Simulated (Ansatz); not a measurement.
Consider the ligand exchange at the Si–O bond: `[SiH3]N[SiH2]O[SiH3]` + `O[SiH](Cl)Cl` → `[SiH3]O[SiH](Cl)Cl` + `O[SiH2]N[SiH3]`.

Calculated with Ansatz (gas phase, PBE0-D4/def2-TZVP geometries, no zero-point term in ΔE). CBS: MP2 limit from def2 TZ/QZ plus the TZ coupled-cluster correction, frozen cores. This one scheme is used for every species. Functionals use def2-TZVPP. B3LYP here is the variant with VWN-RPA as its local correlation; programs differ in this. Each species was taken in one conformer, which may not be the lowest.

| level | ΔE (kcal/mol) | difference from CCSD(T)/CBS |
| --- | --- | --- |
| PBE0-D4 | 0.8 | 0.5 |
| B3LYP-D4 | 0.6 | 0.3 |
| ωB97X-V | 0.5 | 0.2 |
| PBE | 0.5 | 0.2 |
| PBE0 | 0.5 | 0.2 |
| B3LYP | 0.2 | -0.1 |
| HF/def2-TZVPP | 0.1 | -0.2 |
| MP2/def2-TZVPP | 0.3 | 0.0 |
| SCS-MP2/def2-TZVPP | 0.2 | -0.1 |
| HF/def2-QZVPP | 0.0 | -0.3 |
| CCSD(T)/CBS | 0.3 | 0 |

Largest T1 diagnostic among the species: 0.011.
